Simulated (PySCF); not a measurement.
## WOF₄: calculation against measurement

Isolated WOF₄, optimised in PySCF with density fitting and no spin–orbit coupling; def2 sets carry scalar-relativistic core potentials from Rb on. All levels below give a singlet of C4v symmetry: PBE/def2-TZVP W–F 1.869 Å (×4), W–O 1.695 Å; PBE0/def2-SVP W–F 1.853 Å (×4), W–O 1.670 Å.

Formally W is in oxidation state +6, d0. The polar-tensor charge on W, 2.99, is far below the formal one.

The tabulated gas-phase entropy at 298.15 K and 1 bar is 334.70 J/(mol K) (Chase, 1998, NIST Chemistry WebBook). What do rigid-rotor harmonic-oscillator sums give?

PBE/def2-TZVP 344.4, PBE0/def2-SVP 341.0 J/(mol K). Tables of this kind often rest on estimated structures and frequencies for high-temperature species, so a gap need not be the fault of the calculation.

 With an element this heavy the missing spin–orbit coupling can shift these numbers.
